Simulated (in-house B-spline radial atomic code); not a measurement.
**Ionising neutral arsenic with different functionals**

Computed with a radial B-spline atomic code at the basis-set limit: scalar-relativistic (spin-free X2C) Hamiltonian, Fermi nucleus of rms radius 4.0968 fm, spin-polarised at highest spin, spherical fractional occupations for the functionals, the average over the highest-spin determinants for Hartree-Fock. The ionisation energy is the difference of two self-consistent energies, [Ar] 3d10 4s2 4p3 → [Ar] 3d10 4s2 4p2, without Breit or QED terms; ε is the level of the shell that loses the electron (its least bound occupied spin orbital). There is no spin-orbit coupling in this Hamiltonian.

Hybrids are left out here: with spherical fractional occupations of an open shell their exact exchange keeps a self-interaction that integer-occupation calculations don't have.

| method | rung | ΔSCF (eV) | -ε(4p) (eV) |
| --- | --- | --- | --- |
| Hartree-Fock | Hartree-Fock | 9.52 | 10.04 |
| LDA VWN5 | LDA | ? | ? |
| LDA PW92 | LDA | 9.95 | 5.96 |
| LDA exchange-only | LDA | 9.12 | 5.22 |
| PBE | GGA | 9.90 | 5.92 |
| PBEsol | GGA | 9.90 | 5.91 |
| BLYP | GGA | 9.60 | 5.60 |
| RPBE | GGA | 9.88 | 5.91 |
| PW91 | GGA | 9.95 | 5.96 |
| BP86 | GGA | 9.96 | 5.97 |
| AM05 | GGA | 9.86 | 5.87 |
| OLYP | GGA | 9.74 | 5.72 |
| TPSS | meta-GGA | ? | ? |
| SCAN | meta-GGA | 10.28 | 6.31 |
| r2SCAN | meta-GGA | 10.28 | 6.31 |
| revTPSS | meta-GGA | 10.03 | 6.05 |

Q: What does LDA VWN5 give?

A: ΔSCF 9.96 eV, and -ε(4p) = 5.96 eV.

Q: What does TPSS give?

A: ΔSCF 10.01 eV, and -ε(4p) = 6.03 eV.

Q: How do they compare with the NIST value?

A: NIST lists 9.789 eV (measured, ground level to ground level). Errors run from -0.67 to +0.49 eV; OLYP is closest (-0.05 eV), but part of that can be cancellation, since the calculations leave out spin-orbit coupling, Breit-QED terms, multiplet and fine-structure energies. Hartree-Fock also lacks correlation.
